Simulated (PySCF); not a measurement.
SSn, neutral, multiplicity 1. Atoms are numbered in the order given.

```xyz
2

Sn     0.0000     0.0000    -0.5342
S      0.0000     0.0000     1.6693
```

Coordinates come from a PBE0-D3(BJ)/def2-TZVP optimisation. The def2 effective core potentials stand for the cores of Sn; spin–orbit coupling is left out.

Calculation: M06-2X/def2-TZVPD (PySCF).

Mulliken values depend strongly on the basis, most of all with diffuse functions as here. ESP charges are fitted to the potential on shells at 1.4 to 2.0 van der Waals radii. Atomic charges (e):

| atom | Mulliken | ESP fit |
|---|---|---|
| Sn1 | 0.61 | … |
| S2 | -0.61 | … |

Fill in the missing entries. (Estimate from the structure and the level; the computed values follow.)


- Sn1, ESP fit: 0.37
- S2, ESP fit: -0.37
